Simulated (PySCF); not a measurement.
C4H6F2, SMILES [C@@H]1(F)[C@@H](F)CC1. Coordinates come from a PBE-D3(BJ)/def2-SVP optimisation. The structure was generated by enumeration; whether it is a known compound was not checked.

These are PBE-D3(BJ)/def2-SVP (PySCF) values and carry that method's errors.

Harmonic wavenumbers (cm⁻¹): 156, 261, 329, 420, 510, 580, 775, 793, 903, 921, 1005, 1070, 1095, 1096, 1148, 1150, 1187, 1197, 1218, 1233, 1325, 1372, 1402, 1433, 2977, 2987, 3016, 3016, 3082, 3089. Rotational constants (GHz): 4.807, 3.385, 2.176; symmetry number 2.

Work out the zero-point energy and the ideal-gas rigid-rotor harmonic-oscillator thermochemistry at 298.15 K and 1 atm.

ZPE = ½ Σ hcν = ½ × 40746 cm⁻¹ = 243.72 kJ/mol. H − E(el) = 260.70 kJ/mol. Entropy in J/(mol K): translation 165.15, rotation 105.57, vibration 37.08, total 307.80. G − E(el) = 168.93 kJ/mol. Cp = 93.04 J/(mol K).
